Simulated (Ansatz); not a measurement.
A structure relaxed at PBE0-D4/def2-TZVP, charge 0, multiplicity 1:

```xyz
7

S     0.402    1.469    1.142
Ga   -0.114   -0.087   -0.323
S     0.023   -2.238    0.092
S    -0.802    0.506   -2.318
H     0.735    0.596    2.106
H     0.458   -2.065    1.351
H    -0.704    1.819   -2.050
```

Question: Give its formula and SMILES.

Answer: GaH3S3, `[SH][Ga]([SH])[SH]`.

Question: Point group (tolerance 0.08 Å, 0.16 Å for H)?

Answer: Cs.

Question: Summarise the bond lengths by kind.

Answer: 3 × Ga–S 2.193 to 2.198 Å; 3 × H–S 1.343 to 1.344 Å.

Computed with Ansatz.
